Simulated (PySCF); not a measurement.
An unknown shows these calculated signals:

$^{1}$H NMR (600 MHz, computed): δ 12.15 (br s, 1H), 10.03 (s, 1H), 7.80 (m, 1H), 7.61 (d, 1H), 7.28 (d, 1H), 7.16 (m, 1H).

$^{13}$C{$^{1}$H} NMR (computed): δ 201.9 (CH), 171.9 (C), 143.0 (CH), 139.8 (CH), 123.7 (CH), 123.6 (C), 123.2 (CH).

How the numbers were obtained: geometry from GFN2-xTB, shielding tensors at PBE0/pcSseg-1 (GIAO), in PySCF (gas phase, one computed conformer, relativity neglected).

Referencing at the same level of theory: $^{1}$H (σ = 31.72 ppm) and $^{13}$C (σ = 186.93 ppm) against TMS.

Task: Which of these does the molecule contain: a benzene ring, an aldehyde, an OH group, a Si–CH3 group, a carboxylic acid, a CF3 group?

Result: 
- A benzene ring: yes.
- An aldehyde: yes (δC 201.9; δH 10.03 (s)).
- An OH group: yes (δH 12.15 (br s)).
- A Si–CH3 group: no.
- A carboxylic acid: no.
- A CF3 group: no.

The data belong to salicylaldehyde, C₇H₆O₂; they needn't prove each group on their own.

Carbon signals by region: 2 in the far downfield region (above 160 ppm), 5 in the sp2 and nitrile region (100–160 ppm). Above 160 ppm: 201.9, aldehyde carbonyl carbon, 171.9, aromatic carbon bearing oxygen.

Exchangeable OH/NH protons stand at their gas-phase positions; hydrogen bonding in a real sample shifts them, mostly to higher δ. Shifts are as computed. Against solution values, carbons near 30 ppm lie about +3 ppm off and those near 130 ppm about +5 ppm. Of 1211 compounds with measured shifts, 218 miss one by over three times the rms of a fit or turn the order of signals round; such compounds aren't used in these exercises. No couplings were computed; multiplicities are counted from neighbouring protons, with m where these are inequivalent, close in shift, in a saturated or five-membered ring or joined by F or P, and br s for small geminal =CH2 splittings.
